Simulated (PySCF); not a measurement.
Al(H)(Cl)(NMe2) (C2H7AlClN), SMILES C[N](C)[AlH][Cl]. Atoms are numbered in the order given.

```xyz
12

Al     0.8531     0.3785     0.0000
H      2.4222     0.3848     0.0000
Cl    -0.2528     2.1817     0.0000
N     -0.0592    -1.1466     0.0000
C     -1.5070    -1.2487     0.0000
C      0.6016    -2.4389     0.0000
H     -1.8767    -1.7944    -0.8908
H     -1.8767    -1.7944     0.8908
H     -1.9689    -0.2504     0.0000
H      0.3288    -3.0394     0.8908
H      0.3288    -3.0394    -0.8908
H      1.6975    -2.3234     0.0000
```

Coordinates come from a B3LYP-D3(BJ)/def2-SVP optimisation. The structure was generated by enumeration; whether it is a known compound was not checked. Other conformers were not sampled.

Two levels are set side by side: PBE/pcSseg-1 (PySCF) and PBE0/pcSseg-1 (PySCF). GIAO shifts against HCl (³⁵Cl), NH3 (¹⁵N), TMS (¹H), TMS (¹³C) at the same level; non-relativistic, no solvent, atoms listed together averaged. Without spin–orbit terms, shifts of atoms bonded to Cl or Br come out too high at both levels. Differences are taken from unrounded values.

| quantity | PBE0 | PBE | PBE minus PBE0 |
|---|---|---|---|
| δ(¹H) of H2 (ppm) | 4.71 | 4.87 | 0.16 |
| δ(³⁵Cl) of Cl3 (ppm) | -7.4 | 12.1 | 19.5 |
| δ(¹⁵N) of N4 (ppm) | 78.6 | 97.5 | 18.9 |
| δ(¹³C) of C5, C6 (ppm) | 42.6 | 44.2 | 1.5 |

Rough cost on one machine, each run with all the roots and properties that it gave: PBE0 against PBE within a factor of 2.
